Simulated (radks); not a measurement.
Results of a calculation; reference values are marked as such.
Task: Cl4+, 13 electrons, occupied as [Ne] 3s2 3p1. Code: a radial shooting solver on a logarithmic mesh with Libxc functionals. Model: Dirac Kohn-Sham, PBE, spin-unpolarised, spherical densities, point nucleus; open shells fill j = l - 1/2 first. Some entries of the table are withheld. Estimate them.

orbital,occ.,eigenvalue (eV),r(max) (bohr)
1s1/2,2,-2817.492,0.05946
2s1/2,2,-316.3687,0.3612
2p1/2,2,-256.7409,0.2996
2p3/2,4,-255.0266,0.3014
3s1/2,2,(1),1.204
3p1/2,1,-59.6467,(2)
3p3/2,0,-59.4394,(3)

Result: 
(1) 3s1/2 eigenvalue (eV): -73.7572
(2) 3p1/2 r(max) (bohr): 1.267
(3) 3p3/2 r(max) (bohr): 1.271
